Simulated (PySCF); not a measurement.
boric acid, BH₃O₃, SMILES OB(O)O, point group Cs.

Force field and properties: B3LYP/pcSseg-1 (PySCF, grid level 2). Vibrational terms come from second-order perturbation theory with semi-diagonal cubic constants, by steps of ±0.6 along the normal coordinates of each isotopologue. The parent has the commonest isotopes.

Equilibrium geometry (Å):

| atom | x | y | z |
| --- | --- | --- | --- |
| O1 | 1.3793 | 0.1328 | -0.6227 |
| B2 | 0.0390 | 0.2321 | -0.3701 |
| O3 | -0.4775 | 1.4886 | -0.3012 |
| O4 | -0.8136 | -0.8338 | -0.1829 |
| H5 | 1.7301 | -0.7631 | -0.6686 |
| H6 | -1.4261 | 1.4742 | -0.1200 |
| H7 | -0.4177 | -1.7112 | -0.2377 |

An isotope shift is δ(isotopologue) − δ(parent), that is, the negative of the change in the averaged GIAO shielding; n counts bonds from the nearest label (0: the labelled atom itself). These are computed values; those of heavy atoms are rounded to 5 ppb, about the numerical noise.

Q: What isotope shifts arise with ¹⁰B at 2?

A: 
```
nucleus  n  0 K (ppb)  298.15 K (ppb)
     B2  0         10              10
     O1  1         50              45
     O3  1         55              50
     O4  1         50              45
     H5  2          1               1
     H6  2          1               1
     H7  2          1               1
```

Q: What isotope shifts arise with ²H at 5?

A: 
```csv
nucleus,n,0 K (ppb),298.15 K (ppb)
H5,0,-86,-84
O1,1,-1580,-1785
B2,2,-5,10
O3,3,-295,-80
O4,3,-380,-270
H6,4,-9,-3
H7,4,-9,-5
```

Q: What isotope shifts arise with ¹⁰B at 2, ²H at 6?

A: 
```csv
nucleus,n,0 K (ppb),298.15 K (ppb)
B2,0,10,15
H6,0,-90,-92
O1,1,-290,-230
O3,1,-1570,-1740
O4,1,-270,-220
H5,2,-7,-7
H7,2,-5,-4
```

Internal rotors are held in one well.
